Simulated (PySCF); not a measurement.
**Radial density of Rh+ (rhodium, charge +1)**

HSE06, [Kr] 4d7 5s1, high-spin 5F determinant (an excited configuration). Computed with PySCF 2.14 in def2-QZVPPD with the def2 core potential (28 electrons) (7s5p4d4f2g, 88 functions), with a scalar-relativistic core potential. This is the valence pseudo-density: the core potential removes the inner electrons and smooths the orbitals near the nucleus.

```
r (bohr)  4πr²ρ (e/bohr)  4πr²(ρα − ρβ)
  0.0525       3.239e-05         0.0000
  0.0882       0.0001989         0.0000
   0.148        0.002076         0.0005
   0.250         0.03372         0.0078
   0.420          0.8845         0.1364
   0.706           10.29         1.2717
    1.19           12.70         2.3383
    2.00           3.123         1.3091
    3.36          0.4905         0.3662
    5.65         0.01984         0.0184
    9.51       5.574e-05         0.0001
```

Energies and moments cover only the electrons outside the core potential.
